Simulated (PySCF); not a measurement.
## Bonding in `C/C(C#N)=N/[Si@@H](O)C=O`

C₄H₆N₂O₂Si.
SMILES with atom numbers: `[CH3:1]/[C:2]([C:3]#[N:4])=[N:5]/[Si@@H:6]([OH:7])[CH:8]=[O:9]` (hydrogens: H10, H11, H12 on C1; H13 on Si6; H14 on O7; H15 on C8)

Cartesian coordinates in Å at the GFN2-xTB level; atoms count from 1:
```
atom  x, y, z in Å
C1     2.1717   -1.2053    0.6474
C2     0.9562   -0.3700    0.8895
C3     0.4971   -0.3353    2.2444
N4     0.1271   -0.2719    3.3276
N5     0.3968    0.2743   -0.0432
Si6   -1.0854    1.1114   -0.2343
O7    -0.9616    2.0758   -1.5299
C8    -2.2833   -0.2520   -0.8589
O9    -2.5959   -1.2245   -0.2271
H10    1.9556   -2.2440    0.8971
H11    2.4640   -1.1336   -0.3963
H12    2.9883   -0.8750    1.2886
H13   -1.6461    1.8105    0.9162
H14   -0.2855    2.7427   -1.6093
H15   -2.7035   -0.0952   -1.8733
```

Bond orders from the PBE0/pcSseg-1 density (PySCF). The structure is a single GFN2-xTB conformer in the gas phase; no vibrational or solvent corrections.

How far do the computed orders between heavy atoms stray from the drawn ones?

The largest departure is 0.204, at Si6–C8 (drawn single, 0.796). Drawn single, order below 0.88: Si6–C8 (0.796).

Set the Mayer orders of the bonds beside their lengths.

```json
{"bond": "C1–C2", "drawn as": "single", "length (Å)": "1.495", "Mayer order": "1.001"}
{"bond": "C2–C3", "drawn as": "single", "length (Å)": "1.431", "Mayer order": "0.958"}
{"bond": "C3–N4", "drawn as": "triple", "length (Å)": "1.146", "Mayer order": "2.984"}
{"bond": "C2–N5", "drawn as": "double", "length (Å)": "1.264", "Mayer order": "1.879"}
{"bond": "N5–Si6", "drawn as": "single", "length (Å)": "1.713", "Mayer order": "0.970"}
{"bond": "Si6–O7", "drawn as": "single", "length (Å)": "1.620", "Mayer order": "1.075"}
{"bond": "Si6–C8", "drawn as": "single", "length (Å)": "1.919", "Mayer order": "0.796"}
{"bond": "C8–O9", "drawn as": "double", "length (Å)": "1.201", "Mayer order": "1.960"}
{"bond": "C1–H10", "drawn as": "single", "length (Å)": "1.090", "Mayer order": "0.937"}
{"bond": "C1–H11", "drawn as": "single", "length (Å)": "1.086", "Mayer order": "0.957"}
{"bond": "C1–H12", "drawn as": "single", "length (Å)": "1.090", "Mayer order": "0.939"}
{"bond": "Si6–H13", "drawn as": "single", "length (Å)": "1.458", "Mayer order": "0.907"}
{"bond": "O7–H14", "drawn as": "single", "length (Å)": "0.953", "Mayer order": "0.928"}
{"bond": "C8–H15", "drawn as": "single", "length (Å)": "1.109", "Mayer order": "0.896"}
```

By pair of heavy elements: C–C: lowest C2–C3 (0.958, 1.431 Å), highest C1–C2 (1.001, 1.495 Å); in 1 of the 1 pairs the longer bond (by over 0.003 Å) has the higher order (by 0.02 or more). C–N: lowest C2–N5 (1.879, 1.264 Å), highest C3–N4 (2.984, 1.146 Å).

Sum the orders of all bonds at each heavy atom with more than one neighbour and set the sums beside the valence in the SMILES.

C1 3.834 (drawn 4), C2 3.838 (drawn 4), C3 3.942 (drawn 4), N5 2.849 (drawn 3), Si6 3.748 (drawn 4), O7 2.003 (drawn 2), C8 3.652 (drawn 4). Orders between atoms that aren't bonded are not in these sums.

Mayer orders depend on the basis set.
